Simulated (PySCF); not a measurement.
TiHF + Cl₂ → TiFCl + HCl

Level: PBE0 in the def2-TZVP basis family, all electrons, no relativity, computed in PySCF with density fitting; open shells unrestricted.

```
species                                       state and structure  ZPE (kJ/mol)  H(298 K) − H(0) (kJ/mol)  S° (J/(mol K))
   TiHF    triplet, Cs, Ti–F 1.785 Å, Ti–H 1.752 Å; F–Ti–H 124.7°          16.2                      11.1           259.4
    Cl₂                               singlet, D∞h, Cl–Cl 1.982 Å           3.5                       9.1           222.5
  TiFCl  triplet, Cs, Ti–Cl 2.231 Å, Ti–F 1.793 Å; Cl–Ti–F 143.0°           7.2                      13.0           298.1
    HCl                                singlet, C∞v, H–Cl 1.279 Å          17.9                       8.7           186.6
```

Is the gas-phase reaction uphill or downhill in electronic energy at this level, and by how much?

At PBE0/def2-TZVP, ΔE = -394.5 kJ/mol, downhill. Chlorination of this kind underlies dry etching.

Add zero-point, thermal and entropy terms for 298.15 K and 1 bar.

ΔZPE = 5.4 and Δ[H(298) − H(0)] = 1.5 kJ/mol give ΔH° = -387.6 kJ/mol. ΔS° = 2.8 J/(mol K), so ΔG° = -387.6 − 298.15 × (0.0028) = -388 kJ/mol.

Open d or f shells are single determinants, so the state found may not be the ground state. Only the bonding shown was studied: isomers, or loss of a ligand pair, can lie lower.
